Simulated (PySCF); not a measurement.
Calculation: B3LYP-D3(BJ)/def2-TZVP in PySCF. All species are isolated molecules in the gas phase. B3LYP has the VWN-RPA correlation part, as in Gaussian. 

Reference species (SMILES): `F[C](F)F` (neutral, multiplicity 2).

| Quantity | Value |
|---|---|
| dipole moment | 0.26 D |

Changed species: `F[CH]F` (radical fragment; the reference has radical fragment).

Problem. Give the shifts of the dipole moment.

Solution. the dipole moment rises by 1.11 D, to 1.37 D.
